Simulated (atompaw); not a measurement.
**Hg (Z = 80): one change to a PAW (atompaw) potential, before and after**

atompaw 4.2.0.5 input, output lines left out:

```
Hg 80
GGA-PBESOL scalarrelativistic loggrid 2001 logderivrange -3 5 201
6 6 5 4 0 0
6 1 0
0 0 0
c
c
c
c
c
v
c
c
c
c
v
c
c
v
c
2
2.70 2.25 2.65 1.60
y
2.35
n
y
1
n
y
1.05
n
custom rrkj gramschmidtortho besselshape
bessel
2.70
2.70
2.70
2.70
2.70
1.30
```

All-electron outer shells of the reference configuration (PBEsol, scalar-relativistic, ld1.x):

```csv
shell,level (eV),outermost node (bohr),outermost maximum (bohr)
4f,-95.96,–,0.37
5p,-66.53,0.51,0.93
5d,-9.88,0.55,1.17
6s,-6.87,1.08,2.21
6p,-0.99,1.28,3.26
```

Change: local potential troulliermartins scheme with l = 3 at 1 Ry, radius 2.65 bohr.

Cutoffs: the cutoffs (Ry, on a coarse ladder) from which the occupation-weighted sum of valence levels, in a spherical-Bessel basis at the reference potential, stays within 10 and 1 mRy of its value at 400 Ry; they do not see the model core or the augmentation charge, which bear on the density cutoff.

Task: What does the change do?

Result: The potential gets neither clearly harder nor softer (15 Ry and 25 Ry → 15 Ry and 25 Ry); the range in which the s phases agree narrows (upper end 4.1 → 2.0); neither file shows a bound ghost.

| quantity | base | changed |
| --- | --- | --- |
| cutoff, loose | 15 Ry | 15 Ry |
| cutoff, tight | 25 Ry | 25 Ry |
| bound ghosts | none | none |
| s: phases at 2.70 bohr within 0.05 rad from the reference energy up to (Ry; the scan ends near 5) | 4.1 | 2.0 |
| p: phases at 2.70 bohr within 0.05 rad from the reference energy up to (Ry; the scan ends near 5) | 4.4 | 3.5 |
| d: phases at 2.70 bohr within 0.05 rad from the reference energy up to (Ry; the scan ends near 5) | to the end of the scan | to the end of the scan |
| lowest overlap eigenvalue by channel | s 0.59, p 0.56, d 0.29 | s 0.58, p 0.49, d 0.42 |

 The cutoffs see the waves, projectors and local potential, not the compensation charge or the core.
